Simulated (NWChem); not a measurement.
Species: GaNH$_{2}$F$_{2}$; SMILES [NH2][Ga]([F])[F]

```xyz
6

Ga    -0.0019    -0.0083     0.0000
F      0.0030    -0.9343     1.4744
F      0.0030    -0.9343    -1.4744
N      0.0105     1.7748     0.0000
H     -0.0340     2.3265    -0.8463
H     -0.0340     2.3265     0.8463
```
Atoms are numbered in this order, from 1.

All runs use the structure optimised with PBE0/def2-SVP.

Symmetry labels are those of Cs in the frame above (b1 and b2, or b-type labels, depend on it).

Q: List the 4 lowest vertical singlet excitations and the 4 lowest triplet ones from BHandHLYP/6-31G* (spherical d), full TDDFT (NWChem).

A: 
```
state  energy (eV)  oscillator strength  symmetry  leading excitation (squared amplitude)
-----  -----------  -------------------  --------  --------------------------------------
S1            5.85                0.041        a'                      HOMO → LUMO (0.97)
S2            7.66                0.051        a'                    HOMO → LUMO+1 (0.88)
S3            8.45                0.021        a'                    HOMO → LUMO+2 (0.86)
S4            8.65                0.012        a"                    HOMO−3 → LUMO (0.49)
T1            5.18       spin-forbidden        a'                      HOMO → LUMO (0.94)
T2            6.30       spin-forbidden        a'                    HOMO → LUMO+1 (0.95)
T3            7.92       spin-forbidden        a'                    HOMO−1 → LUMO (0.90)
T4            8.04       spin-forbidden        a'                    HOMO → LUMO+2 (0.77)
```
